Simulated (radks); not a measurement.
Q: These are the eigenvalues of the occupied orbitals of an atom or ion with whole-number occupations (hartree). All-electron calculation, Dirac Kohn-Sham, relativistic LDA (MacDonald-Vosko exchange, VWN5 correlation), spin-unpolarised, spherical densities, finite nucleus; Fermi nuclear charge, rms radius of each element as measured or else 0.836 A^(1/3) + 0.57 fm. Program: a radial shooting solver on a logarithmic mesh with Libxc functionals.

| orbital | eigenvalue |
|---|---|
| 1s1/2 | -846.8426 |
| 2s1/2 | -127.4917 |
| 2p1/2 | -118.6181 |
| 2p3/2 | -113.3487 |
| 3s1/2 | -27.05231 |
| 3p1/2 | -23.55534 |
| 3p3/2 | -22.64264 |
| 3d3/2 | -16.40919 |
| 3d5/2 | -16.22758 |
| 4s1/2 | -7.83729 |
| 4p1/2 | -6.69539 |
| 4p3/2 | -6.52045 |
| 4d3/2 | -4.67438 |

Which element is it, and in what charge state? The configuration may be excited.

A: Z = 45, rhodium, charge +8: Rh8+ in [Ar] 3d10 4s1 4p6 4d(3/2: 2, 5/2: 0). The list shows which subshells hold electrons but not how many an open one holds; the 1s level, -846.84 hartree, gives Z - s = 41.2 by -(Z - s)^2/2, which with screening and relativity narrows Z to a few neighbours, and the depths of the outer levels then fix element, charge and occupations together.
